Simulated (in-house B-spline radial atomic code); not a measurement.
# Binding energies in the gold ion Au⁷⁺

NIST's tabulated ground configuration is [Xe] 4f14 5d4; each binding energy is the energy of the ion with one electron taken from that subshell, relaxed, less that of the parent. Method: Dirac-Hartree-Fock, average of configuration, Fermi nucleus of rms radius 5.4371 fm. Calculated with a radial B-spline atomic code at the basis-set limit. Energies include first-order Breit, QED and recoil terms.

```tsv
subshell	X-ray name	binding energy (eV)	-ε (eV)	relaxation (eV)
1s	K	80843.2	81367.4	89.0
2s	L1	14485.2	14592.7	52.0
2p1/2	L2	13858	13969.3	56.8
2p3/2	L3	12043.2	12130.6	53.1
3s	M1	3556.6	3595.9	27.9
3p1/2	M2	3277.6	3317.2	29.1
3p3/2	M3	2872.6	2905.9	27.0
4s	N1	890	902.7	10.1
4p1/2	N2	770.6	782.8	10.0
4p3/2	N3	673	683.0	8.9
5s	O1	230.7	232.8	1.6
4f5/2	N6	206.7	214.6	8.0
4f7/2	N7	203.1	210.6	7.8
5p1/2	O2	187.8	189.6	1.4
5p3/2	O3	169.6	171.0	1.2
5d	O4,5	110.5	111.2	0.7
```

Relaxation = -ε minus the binding energy without Breit, QED and recoil terms.

Emission lines follow as differences of binding energies, with λ = 12398.42 eV·Å / E:

| line | holes | energy (eV) | wavelength (Å) |
| --- | --- | --- | --- |
| K-L3 | 1s → 2p3/2 | 68800.0 | 0.18021 |
| K-L2 | 1s → 2p1/2 | 66985.2 | 0.18509 |
| K-M3 | 1s → 3p3/2 | 77970.6 | 0.15901 |
| L1-M3 | 2s → 3p3/2 | 11612.6 | 1.0677 |
| L3-M1 | 2p3/2 → 3s | 8486.6 | 1.4609 |

Question: What screening constant σ does Moseley's law, E = (3/4)·13.6057 eV·(Z - σ)², need for K-L3?

Answer: σ = -3.11.

Moseley's non-relativistic formula needs a falling, then negative, screening constant for heavy elements, because relativity binds the 1s electron more strongly than the formula allows.

Question: What does it cost to remove both a 4f7/2 and a 5s electron?

Answer: 459.42 eV, which is 25.65 eV more than the two single binding energies together.

Question: What does it cost to remove both a 4p3/2 and a 5p1/2 electron?

Answer: 885.65 eV, which is 24.91 eV more than the two single binding energies together.

Question: What does it cost to remove both a 4p3/2 and a 5s electron?

Answer: 929.46 eV, which is 25.81 eV more than the two single binding energies together.
